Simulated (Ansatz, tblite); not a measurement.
Spin states of PtS2, each relaxed with r2SCAN-D4/def2-TZVP in Ansatz. Electronic energies in the gas phase.

In the def2 sets Pt takes a core potential; there is no spin–orbit coupling. The xTB rows come from tblite. Correlated methods freeze 10 core orbitals; core or outer-core shells of Pt are correlated, in sets that lack core-valence functions. The structure comes from a short search, and lower isomers may exist.

Singlet geometry (D∞h within 0.1 Å):

```
atom    x (Å)    y (Å)    z (Å)
 Pt1   0.0023   0.0011   0.0045
  S2  -0.1454  -1.9868   0.5723
  S3   0.1431   1.9857  -0.5768
```

Triplet geometry (C2v within 0.1 Å):

| atom | x (Å) | y (Å) | z (Å) |
| --- | --- | --- | --- |
| Pt1 | 0.187 | -0.629 | 0.128 |
| S2 | -0.763 | -0.217 | -1.691 |
| S3 | 0.576 | 0.846 | 1.563 |

Quintet geometry (C2v within 0.1 Å):

Cartesian coordinates in Å:
```
Pt -0.1019 -0.0310 0.5967
S -1.8273 -0.4296 -0.6423
S 1.9292 0.4607 0.0456
```

Run but left out: HF/def2-TZVP, PBE0-D4/def2-TZVP, MP2/def2-TZVP (singlet: restricted singlet, unstable towards broken spin symmetry); HF/def2-TZVPP, MP2/def2-TZVPP, CCSD/def2-TZVPP, CCSD(T)/def2-TZVPP (singlet: unstable by the stability test); revPBE-D4/def2-TZVP, B97M-V/def2-TZVP, HSE06-D4/def2-TZVP, LC-ωPBE/def2-TZVP, ωB97X-V/def2-TZVP (singlet: restricted singlet, unstable towards broken spin symmetry at other levels and untested here).

Only these spin states were relaxed. Higher spins weren't run and may lie lower. Breaking the spin symmetry of the singlet lowers it by 0.0 kJ/mol at PBE-D4/def2-TZVP, 0.0 kJ/mol at r2SCAN-D4/def2-TZVP, 6.9 kJ/mol at PBE0-D4/def2-TZVP.

```json
{"level": "GFN1-xTB", "triplet − singlet (kJ/mol)": "68.9", "quintet − singlet (kJ/mol)": "256.9", "lowest of these": "singlet"}
{"level": "GFN2-xTB", "triplet − singlet (kJ/mol)": "58.7", "quintet − singlet (kJ/mol)": "174.6", "lowest of these": "singlet"}
{"level": "PBE-D4/def2-TZVP", "triplet − singlet (kJ/mol)": "58.8", "quintet − singlet (kJ/mol)": "115.8", "lowest of these": "singlet"}
{"level": "r2SCAN-D4/def2-TZVP", "triplet − singlet (kJ/mol)": "46.3", "quintet − singlet (kJ/mol)": "90.0", "lowest of these": "singlet"}
{"level": "RPA@PBE/def2-TZVP", "triplet − singlet (kJ/mol)": "70.7", "quintet − singlet (kJ/mol)": "120.8", "lowest of these": "singlet"}
```

| state | donor atoms | mean metal–ligand distance (Å) | range (Å) | Mulliken spin on the metal (PBE0) |
| --- | --- | --- | --- | --- |
| singlet | 2 | 2.073 | 2.07–2.07 | 0 |
| triplet | 2 | 2.094 | 2.09–2.09 | 0.48 |
| quintet | 2 | 2.161 | 2.16–2.16 | 1.15 |

⟨S²⟩ at PBE0-D4/def2-TZVP: singlet 0.00 (pure 0.00), triplet 2.05 (pure 2.00), quintet 6.02 (pure 6.00). The unpaired electrons of the triplet sit mostly on the ligands.

The xTB methods have no term that favours high spin, so they put low spin too low.
